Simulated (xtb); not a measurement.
AgCl, charge -1, doublet, from a rough starting geometry (GFN-xTB shapes and energies of metal compounds can be far from the true ones) (the multiplicity is a formal guess); GFN2-xTB in xtb.

Here is a job for xtb.
```
$ xtb mol.xyz --gfn 2 --chrg -1 --uhf 1 --opt vtight --json

# file mol.xyz
2

Ag    -0.68988725    -0.60093423    -0.67097676
Cl     0.70025616     0.55257737     0.68991348
```

### Question
What does xtb print? Leave out banner, timings and long lists.

### Answer

```
   ID    Z sym.   atoms
    1   47 Ag     1
    2   17 Cl     2

           -------------------------------------------------
          |                Calculation Setup                |
           -------------------------------------------------

           -------------------------------------------------
          |                 G F N 2 - x T B                 |
           -------------------------------------------------

          ...................................................
          :                      SETUP                      :
          :.................................................:
          :  # basis functions                  20          :
          :  # atomic orbitals                  18          :
          :  # shells                            6          :
          :  # electrons                        19          :
          :  max. iterations                   250          :
          :  Hamiltonian                  GFN2-xTB          :
          :  restarted?                      false          :
          :  GBSA solvation                  false          :
          :  PC potential                    false          :
          :  electronic temp.          300.0000000     K    :
          :  accuracy                    1.0000000          :
          :  -> integral cutoff          0.2500000E+02      :
          :  -> integral neglect         0.1000000E-07      :
          :  -> SCF convergence          0.1000000E-05 Eh   :
          :  -> wf. convergence          0.1000000E-03 e    :
          :  Broyden damping             0.4000000          :
          :  net charge                         -1          :
          :  unpaired electrons                  1          :
          ...................................................

 iter      E             dE          RMSdq      gap      omega  full diag
   1     -8.6267270 -0.862673E+01  0.910E+00    3.79       0.0  T
   2     -8.6276610 -0.933974E-03  0.606E+00    4.00       1.0  T
   3     -8.6286317 -0.970669E-03  0.692E-01    4.43       1.0  T
   4     -8.6286498 -0.181478E-04  0.568E-01    4.44       1.0  T
   5     -8.6287166 -0.668087E-04  0.168E-01    4.49       1.0  T
   6     -8.6287368 -0.202324E-04  0.994E-02    4.50       1.0  T
   7     -8.6287415 -0.467664E-05  0.289E-02    4.51       2.4  T
   8     -8.6287416 -0.994420E-07  0.217E-02    4.51       3.3  T
   9     -8.6287416 -0.389935E-08  0.463E-04    4.51     152.8  T
  10     -8.6287416 -0.495959E-11  0.458E-04    4.51     154.5  T

   *** convergence criteria satisfied after 10 iterations ***

         :::::::::::::::::::::::::::::::::::::::::::::::::::::
         ::                     SUMMARY                     ::
         :::::::::::::::::::::::::::::::::::::::::::::::::::::
         :: total energy              -8.625910333158 Eh    ::
         :: gradient norm              0.044002393677 Eh/a0 ::
         :: HOMO-LUMO gap              4.507121416344 eV    ::
         ::.................................................::
         :: SCC energy                -8.628741626848 Eh    ::
         :: -> isotropic ES            0.121703601684 Eh    ::
         :: -> anisotropic ES         -0.007109222107 Eh    ::
         :: -> anisotropic XC         -0.011952098220 Eh    ::
         :: -> dispersion             -0.000971147680 Eh    ::
         :: repulsion energy           0.002831293690 Eh    ::
         :: add. restraining           0.000000000000 Eh    ::
         :: total charge              -0.999999999737 e     ::
         :::::::::::::::::::::::::::::::::::::::::::::::::::::

      -----------------------------------------------------------
     |                   =====================                   |
     |                        A N C O P T                        |
     |                   =====================                   |
     |               Approximate Normal Coordinate               |
[...]
 * total energy  :    -8.6259103 Eh     change       -0.8313350E-11 Eh
 * total energy  :    -8.6343302 Eh     change       -0.8419893E-02 Eh
 * total energy  :    -8.6356020 Eh     change       -0.1271800E-02 Eh
 * total energy  :    -8.6359845 Eh     change       -0.3824778E-03 Eh
 * total energy  :    -8.6360140 Eh     change       -0.2949502E-04 Eh
 * total energy  :    -8.6360159 Eh     change       -0.1912627E-05 Eh
 * total energy  :    -8.6360159 Eh     change       -0.4840222E-08 Eh
   *** GEOMETRY OPTIMIZATION CONVERGED AFTER 7 ITERATIONS ***
         :: total energy              -8.636015916825 Eh    ::
[...]
         :: -> anisotropic XC         -0.003798730950 Eh    ::
         :: -> dispersion             -0.001009757009 Eh    ::
         :: repulsion energy           0.000136001356 Eh    ::
         :: add. restraining           0.000000000000 Eh    ::
         :: total charge              -1.000000000000 e     ::
         :::::::::::::::::::::::::::::::::::::::::::::::::::::

           -------------------------------------------------
          |                Property Printout                |
           -------------------------------------------------

    * Orbital Energies and Occupations

         #    Occupation            Energy/Eh            Energy/eV
      -------------------------------------------------------------
         1        2.0000           -0.8118406             -22.0913
         2        2.0000           -0.2085112              -5.6739
         3        2.0000           -0.1942834              -5.2867
         4        2.0000           -0.1942834              -5.2867
         5        2.0000           -0.1305704              -3.5530
         6        2.0000           -0.1305704              -3.5530
         7        2.0000           -0.1290993              -3.5130
         8        2.0000           -0.1290993              -3.5130
         9        2.0000           -0.1284049              -3.4941
        10        1.0000           -0.0962995              -2.6204 (HOMO)
        11                          0.0776035               2.1117 (LUMO)
        12                          0.0776035               2.1117
        13                          0.2831643               7.7053
        14                          0.3019298               8.2159
        15                          0.3019298               8.2159
        16                          0.3029303               8.2432
        17                          0.3029303               8.2432
        18                          0.3187001               8.6723
      -------------------------------------------------------------
                  HL-Gap            0.1739030 Eh            4.7321 eV
             Fermi-level           -0.0606664 Eh           -1.6508 eV

     #   Z          covCN         q      C6AA      α(0)
     1  47 Ag       0.569    -0.258   311.622    39.455
     2  17 Cl       0.569    -0.742   123.264    16.968

 Mol. C6AA /au·bohr⁶  :        812.741348
 Mol. C8AA /au·bohr⁸  :      55844.221473
 Mol. α(0) /au        :         56.422951

Wiberg/Mayer (AO) data.
largest (>0.10) Wiberg bond orders for each atom

 ---------------------------------------------------------------------------
     #   Z sym  total        # sym  WBO       # sym  WBO       # sym  WBO
 ---------------------------------------------------------------------------
     1  47 Ag   0.470 --     2 Cl   0.470
     2  17 Cl   0.470 --     1 Ag   0.470
 ---------------------------------------------------------------------------

Topologies differ in total number of bonds
Writing topology from bond orders to xtbtopo.mol

molecular dipole:
                 x           y           z       tot (Debye)
 q only:       -0.770      -0.585      -0.762
   full:       -0.362      -0.246      -0.362       1.444
molecular quadrupole (traceless):
                xx          xy          yy          xz          yz          zz
 q only:       -0.467      -3.042       0.797      -3.672      -2.985      -0.330
  q+dip:       -0.669      -4.604       1.114      -5.471      -4.510      -0.445
   full:       -0.740      -5.102       1.231      -6.058      -4.997      -0.491

optimized geometry written to: xtbopt.xyz

           -------------------------------------------------
          | TOTAL ENERGY               -8.636015916825 Eh   |
          | GRADIENT NORM               0.000000798389 Eh/α |
          | HOMO-LUMO GAP               4.732141667055 eV   |
           -------------------------------------------------

normal termination of xtb
```
